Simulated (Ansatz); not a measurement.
`N[Si@H](O)N[Si@@H](N)F`, charge 0, multiplicity 1.

(1) Give a relaxed structure at PBE0-D4/def2-TZVP (Ansatz 0.2.0). (An estimate is asked.)

Results:

(1) Computed: 
Z-matrix (Å, degrees):
```
Si
O 1 1.635
N 1 1.742 2 106.0
N 1 1.705 2 116.8 3 -119.5
H 1 1.482 2 109.3 3 122.5
H 2 0.972 1 114.9 3 -2.9
Si 3 1.696 1 130.0 2 21.9
H 3 1.011 1 113.9 2 -168.4
H 4 1.007 1 119.2 2 -90.4
H 4 1.008 1 121.4 2 55.5
N 7 1.724 3 108.2 1 -40.6
F 7 1.599 3 114.6 1 73.3
H 7 1.481 3 108.8 1 -168.5
H 11 1.010 7 117.2 3 154.6
H 11 1.010 7 118.3 3 -69.7
```
This is one stationary point; other conformers may exist.
